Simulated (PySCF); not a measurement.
Spin states and ions at one geometry of Tl(OH)3

PySCF 2.14.0, RKS r2SCAN, Tl def2-SVP with ECP60, O def2-SVP, H def2-SVP; non-relativistic Hamiltonian with scalar-relativistic core potentials where named; density fitting; no spin-orbit coupling; singlets restricted, open shells unrestricted. The geometry is relaxed for charge 0, singlet, vacuum:

```xyz
7

Tl    0.6562   -0.0205    0.1857
O    -0.4323   -0.0053    1.9629
H    -1.3663    0.0519    1.7036
O    -0.1660    0.0120   -1.7609
H    -1.1325   -0.0116   -1.6771
O     2.7318   -0.0525    0.1030
H     2.9390   -0.0621   -0.8460
```

Energies count from the relaxed state; an electron taken off or put on is at rest in vacuum. Charges and spins are Mulliken's.

Task: Order these states by energy, lowest first.
A. charge +1, doublet, vacuum
B. charge -1, doublet, vacuum
C. charge 0, triplet, vacuum
D. charge 0, singlet, vacuum

Result: B (-0.68 eV), D (0.00 eV), C (3.00 eV), A (10.11 eV).

Task: How do charge and spin on the first atom follow?

Result: 
| state | spin squared | charge on Tl1 (e) | spin on Tl1 (e) | dipole about the centre of mass (D) |
| --- | --- | --- | --- | --- |
| charge 0, singlet, vacuum | 0.00 | 0.73 | 0.00 | 2.69 |
| charge 0, triplet, vacuum | 2.01 | 0.47 | 0.45 | 3.30 |
| charge +1, doublet, vacuum | 0.76 | 0.99 | -0.06 | 3.34 |
| charge -1, doublet, vacuum | 0.75 | 0.21 | 0.46 | 1.89 |

With an electron taken off (doublet) the charges change, summed by element, by Tl +0.26 e, O +0.57 e, H +0.17 e. The vertical ionisation energy is 10.11 eV, against −ε(HOMO) = 6.87 eV of the relaxed state. The level lies 3.2 eV too high, as is usual for semilocal functionals and global hybrids, which keep a self-interaction error.

With an electron put on (doublet) the charges change, summed by element, by Tl -0.52 e, O -0.22 e, H -0.26 e. The vertical electron affinity is 0.68 eV, against −ε(LUMO) = 3.57 eV of the relaxed state. The basis has no diffuse functions, which an added electron needs. The added electron's level lies above zero.

Open shells may have lower solutions than those found. Hard to converge, so the more doubtful: charge 0, triplet, vacuum; charge +1, doublet, vacuum.

No frequency check is given that shows the relaxed geometry to be a minimum.
